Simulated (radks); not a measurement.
Results of a calculation; reference values are marked as such.
N4+, configuration [He] 2s1 (the NIST ground configuration). Code: a radial shooting solver on a logarithmic mesh with Libxc functionals. Model: scalar-relativistic Kohn-Sham, PBEsol, spin-unpolarised, spherical densities, point nucleus; without spin polarisation the odd electron is poorly described.

Local quantities along the radius. ELF = 1/(1 + alpha^2) is the electron localisation function; alpha = (tau - tau_W)/tau_unif compares the Pauli kinetic energy density with that of the uniform gas. tau is taken from the large components.

r (bohr)    ELF       alpha
0.01397   1.000   4.691e-06
0.01733   1.000   7.543e-06
0.02169   1.000  0.00001255
0.02691   1.000  0.00002090
0.03367   1.000  0.00003630
0.04179   1.000  0.00006357
0.05228   1.000   0.0001177
0.06489   1.000   0.0002222
0.08118   1.000   0.0004530
0.1007    1.000   0.0009595
0.126     1.000    0.002269
0.1564    1.000    0.005740
0.1957    1.000     0.01708
0.2429    0.997     0.05687
0.3039    0.947      0.2372
0.3771    0.462       1.079
0.4718    0.052       4.282
0.5856    0.031       5.554
0.7326    0.263       1.673
0.9166    0.930      0.2737
1.138     0.998     0.04303
1.423     1.000    0.005946
1.766     1.000   0.0007744
2.21      1.000  0.00007453
2.743     1.000   5.801e-06
3.431     1.000   2.736e-07

On this mesh the ELF has minima near r = 0.53 bohr, which separate the shells.
